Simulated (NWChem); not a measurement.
System meant: SiN2H6; SMILES N[SiH2]N

NWChem input:

```
start job
memory heap 200 mb stack 900 mb global 1100 mb
geometry units angstroms noautosym nocenter noautoz
  Si     0.439482    -0.001697     0.073985
  N     -0.654600     1.331386     0.076298
  N     -0.479225    -1.455637    -0.047210
  H      1.409368    -0.109493    -1.067230
  H      1.247880     0.213310     1.320905
  H     -1.294605     1.487053    -0.693872
  H     -0.404500     2.196728     0.539121
  H     -0.078448    -2.282424    -0.472746
  H     -1.187742    -1.688975     0.638642
end
basis spherical
  * library def2-svp
end
dft
  xc m06-2x
  iterations 150
end
property
  shielding 5 1 2 4 6 7
end
task dft property
```

End of the output:

```
 Vector   20  Occ=0.000000D+00  E= 1.519211D-01
              MO Center=  5.1D-01, -2.1D-02,  7.4D-02, r^2= 5.6D+00
   Bfn.  Coefficient  Atom+Function         Bfn.  Coefficient  Atom+Function
  ----- ------------  ---------------      ----- ------------  ---------------
    11      1.405924  1 Si px                48     -1.248728  4 H  s
    53     -1.200906  5 H  s                  4      0.948098  1 Si s
    73      0.698094  9 H  s                 58      0.660850  6 H  s
     3      0.466000  1 Si s                 27      0.217234  2 N  pz
    41     -0.217426  3 N  pz                 2      0.190668  1 Si s

 center of mass
 --------------
 x =  -0.11857261 y =  -0.06009502 z =   0.08359778

 moments of inertia (a.u.)
 ------------------
         264.866641696605          11.074649441972          -2.867773928853
          11.074649441972          91.755268001022         -10.799892864640
          -2.867773928853         -10.799892864640         324.730496339034

     Multipole analysis of the density
     ---------------------------------

     L   x y z        total         alpha         beta         nuclear
     -   - - -        -----         -----         ----         -------
     0   0 0 0     -0.000000    -17.000000    -17.000000     34.000000

     1   1 0 0     -0.290370      1.831539      1.831539     -3.953447
     1   0 1 0     -0.017013      1.009409      1.009409     -2.035832
     1   0 0 1     -0.021033     -1.431804     -1.431804      2.842575

     2   2 0 0    -20.865061    -35.628454    -35.628454     50.391847
     2   1 1 0     -0.280576      2.975126      2.975126     -6.230828
     2   1 0 1      0.003857     -0.653253     -0.653253      1.310362
     2   0 2 0    -15.263966    -83.332906    -83.332906    151.401845
     2   0 1 1     -0.431198     -3.325660     -3.325660      6.220122
     2   0 0 2    -20.875462    -18.330169    -18.330169     15.784876

          -----------------------------------------
          Chemical Shielding Tensors (GIAO, in ppm)
          -----------------------------------------

 ------------------------------------------------------------------------
  xm06: d2 not coded                    0
 ------------------------------------------------------------------------
 ------------------------------------------------------------------------
  current input line :
    24: task dft property
 ------------------------------------------------------------------------
 ------------------------------------------------------------------------
 This error has not yet been assigned to a category
 ------------------------------------------------------------------------
 For more information see the NWChem manual at https://nwchemgit.github.io

0: xm06: d2 not coded:Received an Error in Communication
```

**Question.** Find the fault in this run and fix the input.

**Answer.** The program stopped with an error. Cause: this functional's second derivatives, which shieldings need, aren't coded here; the fix takes a hybrid GGA instead. This input runs:
```
start job
memory heap 200 mb stack 900 mb global 1100 mb
geometry units angstroms noautosym nocenter noautoz
  Si     0.439482    -0.001697     0.073985
  N     -0.654600     1.331386     0.076298
  N     -0.479225    -1.455637    -0.047210
  H      1.409368    -0.109493    -1.067230
  H      1.247880     0.213310     1.320905
  H     -1.294605     1.487053    -0.693872
  H     -0.404500     2.196728     0.539121
  H     -0.078448    -2.282424    -0.472746
  H     -1.187742    -1.688975     0.638642
end
basis spherical
  * library def2-svp
end
dft
  xc pbe0
  iterations 150
end
property
  shielding 5 1 2 4 6 7
end
task dft property
```
It converges to -402.22251 Ha (PBE0/def2-SVP, GIAO).
